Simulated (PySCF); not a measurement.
Palladium: a sound run and one with changed settings

Sound run: Pd+ [Kr] 4d9, Pd(2+) [Kr] 4d8. Computed with PySCF 2.14 in def2-TZVP with the def2 core potential (28 electrons), with a scalar-relativistic core potential. The sound run starts from symmetry-adapted Hartree-Fock orbitals and uses a fine grid where one is needed.

Changed run: radial step 0.3 in ln r (0.13 in the sound run). This setting is unsound on purpose.

```json
{"species": "Pd+", "method": "UHF", "sound run (hartree)": "-126.79939", "changed run (hartree)": "-126.79939", "converged": "yes"}
{"species": "Pd+", "method": "PBE", "sound run (hartree)": "-127.56030", "changed run (hartree)": "-127.56128", "converged": "yes"}
{"species": "Pd+", "method": "MN15", "sound run (hartree)": "-127.30045", "changed run (hartree)": "-127.30233", "converged": "yes"}
{"species": "Pd(2+)", "method": "UHF", "sound run (hartree)": "-126.15866", "changed run (hartree)": "-126.15866", "converged": "yes"}
{"species": "Pd(2+)", "method": "PBE", "sound run (hartree)": "-126.83575", "changed run (hartree)": "-126.83670", "converged": "yes"}
{"species": "Pd(2+)", "method": "MN15", "sound run (hartree)": "-126.56031", "changed run (hartree)": "-126.56124", "converged": "yes"}
```

Ionisation energy of Pd+:

```tsv
method	sound run (eV)	changed run (eV)
UHF	17.435	17.435
PBE	19.716	19.717
MN15	20.140	20.166
```

A coarse radial grid mis-integrates the density and the exchange-correlation energy, with errors of either sign; Hartree-Fock needs no grid.

For comparison, NIST gives 19.43 ± 0.12 eV between the lowest levels.
